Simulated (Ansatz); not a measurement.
Species: C5H5F, SMILES `C=C=C=CCF` (C–C–C–F torsion 127°) (charge 0, multiplicity 1).

Q: Give a relaxed geometry from B3LYP-D3(BJ)/def2-TZVP (Ansatz, a quantum-chemistry and plane-wave program).

A: This is not unique; one that fits is the end point of this relaxation, one of several conformers (outside a Z-matrix the atoms follow the SMILES, hydrogens last).
Bonded distances (Å): C1–C2 1.312, C1–H7 1.084, C1–H8 1.084, C2–C3 1.263, C3–C4 1.314, C4–C5 1.494, C4–H9 1.086, C5–F6 1.400, C5–H10 1.094, C5–H11 1.090. Bond angles (°): C2–C1–H7 121.4, C2–C1–H8 121.3, H7–C1–H8 117.3, C1–C2–C3 179.7, C2–C3–C4 179.2, C3–C4–C5 123.4, C3–C4–H9 120.3, C5–C4–H9 116.4, C4–C5–F6 109.8, C4–C5–H10 111.0, C4–C5–H11 111.4, F6–C5–H10 106.6, F6–C5–H11 108.2, H10–C5–H11 109.7.
